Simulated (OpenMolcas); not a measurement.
Rh II: effect of the basis set

```json
{
 "Program": "OpenMolcas 26.06",
 "Method": "SS-CASPT2, IPEA 0.25 Eh, imaginary shift 0.1 Eh (closed shells correlated: 4s 4p)",
 "Active space": "8 electrons in 6 orbitals (4d 5s)",
 "State averaging": "2S+1 = 3 even, 55 roots; 2S+1 = 5 even, 10 roots kept (CI in the orbitals of an earlier block); 2S+1 = 1 even, 43 roots kept (CI in the orbitals of an earlier block)",
 "Spin-orbit coupling": "state interaction with AMFI integrals over the reference wave functions, term energies averaged over their components"
}
```

A. ANO-R1 [6s4p3d1f], X2C, finite nucleus; CASPT2 step of the order of 40 core-seconds
B. ANO-RCC-VDZP [6s5p3d1f], DKH2, point nucleus; CASPT2 step roughly 50 core-seconds
C. ANO-R2 [7s5p4d2f1g], X2C, finite nucleus; CASPT2 step of the order of 40 core-seconds
D. ANO-RCC-VTZP [7s6p4d2f1g], DKH2, point nucleus; CASPT2 step roughly 30 core-seconds
E. ANO-R3 [8s6p5d3f2g1h], X2C, finite nucleus; CASPT2 step of the order of 2.3 core-minutes
F. ANO-RCC-VQZP [8s7p5d3f2g1h], DKH2, point nucleus; CASPT2 step of the order of 60 core-seconds

Energies in cm⁻¹ above 4d⁸ ³F₄, the measured ground level; measured values from NIST Handbook of Basic Atomic Spectroscopic Data.

```csv
Level,A,B,C,D,E,F,Measured
4d⁸ ³F₄,0.0,0.0,0.0,0.0,0.0,0.0,0.0
4d⁸ ³F₃,2550,2590,2500,2500,2530,2540,2401
4d⁸ ³F₂,3770,3790,3680,3660,3700,3680,3581
4d⁸ ³P₁,11770,11640,10390,10320,10600,10450,10515
4d⁸ ³P₀,12050,11920,10680,10610,10880,10740,10761
4d⁷ 5s ⁵F₅,15880,14900,14230,14210,15140,15060,16885
4d⁸ ¹G₄,16440,16200,15190,15020,15090,14960,14855
4d⁷ 5s ⁵F₄,17490,16550,15820,15790,16730,16660,18540
4d⁷ 5s ⁵F₃,18720,17780,17010,16990,17950,17880,19792
4d⁷ 5s ⁵F₂,19570,18640,17850,17830,18800,18730,20647
4d⁷ 5s ⁵F₁,20100,19180,18380,18350,19320,19250,21180
4d⁷ 5s ³F₄(1),25080,24360,22680,22300,23190,23260,25377
4d⁷ 5s ³F₃(1),27190,26490,24730,24350,25280,25350,27439
4d⁷ 5s ⁵P₃,28490,27470,25690,25520,26670,26680,
4d⁷ 5s ⁵P₁,29740,28730,26930,26750,27900,27910,
4d⁷ 5s ³G₅,31920,30920,29720,29460,30230,30240,
4d⁷ 5s ³G₄,32760,31790,30520,30250,31020,31030,
4d⁷ 5s ³G₃,33940,32980,31730,31470,32270,32290,
4d⁷ 5s ³P₂(1) [69 %],34700,33660,32180,31830,32710,32700,
4d⁷ 5s ³H₆,36870,35800,34160,33950,34610,34620,
4d⁷ 5s ¹G₄ [56 %],37000,36050,34180,33800,34420,34420,
4d⁷ 5s ³D₃,37170,36250,35080,34810,35680,35660,
4d⁷ 5s ³P₂(2),37430,36540,34080,33590,34550,34490,
4d⁷ 5s ³H₅,37780,36710,35050,34810,35510,35510,
```

Deviations, from unrounded energies. A percentage is the sum of absolute deviations over the sum of measured energies, with the sign that they share, or ± where signs differ.

| Against measurement | Levels | A | B | C | D | E | F |
| --- | --- | --- | --- | --- | --- | --- | --- |
| mean absolute deviation (cm-1) | 12 | 860 | 1300 | 1700 | 1700 | 1200 | 1200 |
| fine structure of the ground term (%) | 2 | +5.7 | +6.6 | +3.4 | +3.0 | +4.2 | +4.0 |
| other terms of the ground configuration (%) | 3 | +11.4 | +10.0 | ±1.5 | ±1.4 | +1.2 | ±0.5 |
| other configurations (%) | 7 | -3.9 | -8.0 | -12.8 | -13.4 | -9.0 | -9.1 |

A lies closest to measurement on these levels and D furthest from it. The largest miss of A in the table is 4d⁸ ¹G₄, by +1600 cm-1. The ranking rests on the paired levels alone, and a cruder setting can come out closer through cancelling errors.

Among A to F the level of the table that moves most is 4d⁷ 5s ³P₂(2), by 3800 cm-1 (lowest in D, highest in A). Moves below CASPT2's spread within the term are not significant.

CASPT2 does not keep the components of a term degenerate, so their means are used; among the terms shown or strongly mixed into the levels shown the widest spread is 930 cm-1 (4d⁷ 5s ⁵F, C). Terms from blocks run as CI alone lack orbitals of their own. A single d shell beside an s shell can misplace configurations of different d count against each other. The CASPT2 spread within a term exceeds the gap to the next term for 4d⁷ 5s ³H and 4d⁷ 5s ³P(2), 4d⁷ 5s ³P(2) and 4d⁷ 5s ³D, 4d⁷ 5s ³D and 4d⁷ 5s ¹G, so the order of their levels is uncertain (figures for A; the like holds for B, C, E). Some levels mix across a computed gap that differs much from the measured one, so their mixing is not that of the real levels (holds for B). Measured partners are found by configuration, term and J. A level has none where our copy of the source lacks it or the pairing is in doubt (some pairs that miss far off the trend of their configuration count as doubtful), and it then counts in no deviation. Only configurations of the active space appear. The table leaves out levels that lie high or whose names do not pair safely across all columns.

A share in square brackets marks a mixed level and gives the weight of the term that names it, the lowest over the columns. A number in round brackets counts repeated terms of one configuration in the order of the reference energies.
